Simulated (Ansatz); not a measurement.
AlH7NPSi (`[AlH2][NH]P[SiH3]`) from Hartree–Fock to CCSD(T)

```xyz
11

Al    0.0208   -0.1046   -2.5724
N     0.5072   -0.1744   -0.8552
P    -0.3206   -1.0635    0.3574
Si   -0.4536    0.4611    2.0158
H    -1.2371   -0.9420   -3.0255
H     0.9064    0.8109   -3.5117
H     1.3086    0.3607   -0.5459
H     0.7486   -1.7760    0.9793
H     0.8322    1.1984    2.1846
H    -1.5130    1.4494    1.6808
H    -0.7994   -0.2200    3.2928
```

Charge 0, multiplicity 1. Geometry: relaxed with PBE0-D4/def2-TZVP. It is one conformer, not always the lowest. Frozen core, restricted reference, Ansatz. CBS rows extrapolate triple and quadruple zeta; past MP2 they add the triple-zeta difference.

```csv
basis,HF (Eh),MP2 corr.,CCSD corr.,(T),CCSD(T) total
def2-SVP,-929.81605,-0.45612,?,-0.01459,?
def2-TZVPP,?,-0.57575,?,-0.02480,?
def2-QZVPP,?,-0.61843,–,–,–
CBS(def2),-930.22725,-0.65005,-0.70907,as TZ,-930.96112
```

Fill in the withheld values. (Best estimate.)

Computed: def2-SVP CCSD corr.: -0.51844; def2-SVP CCSD(T) total: -930.34908; def2-TZVPP HF (Eh): -930.19386; def2-TZVPP CCSD corr.: -0.63477; def2-TZVPP CCSD(T) total: -930.85343; def2-QZVPP HF (Eh): -930.22321.
